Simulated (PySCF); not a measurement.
Method: M06-2X/def2-TZVP // PBE0-D3(BJ)/def2-TZVP in PySCF. Isolated molecules, 0 K electronic values unless said otherwise. One relaxed conformer stands for a flexible species; it need not be the lowest. Delta-SCF ions had no search for a lower state. Excitations are Tamm–Dancoff values on a coarser integration grid. The basis has no diffuse functions, so Rydberg states are missing or too high.

Reference species (SMILES): `OCSC` (C–S–C–O torsion -65°, S–C–O–H torsion -54°) (neutral, multiplicity 1).

```yaml
HOMO: -7.87 eV
vertical ionisation energy (Delta-SCF): 9.11 eV
S1–T1 gap (TDA): 0.40 eV
```

Changed species: `C[C@@H](O)S` (S–C–O–H torsion 47°, O–C–S–H torsion 66°).

Question: Predict the effect on the HOMO, vertical ionisation energy (Delta-SCF) and S1–T1 gap (TDA).

Answer: the HOMO drops by 0.49 eV, to -8.36 eV; the vertical ionisation energy (Delta-SCF) rises by 0.55 eV, to 9.66 eV; the S1–T1 gap (TDA) hardly moves.
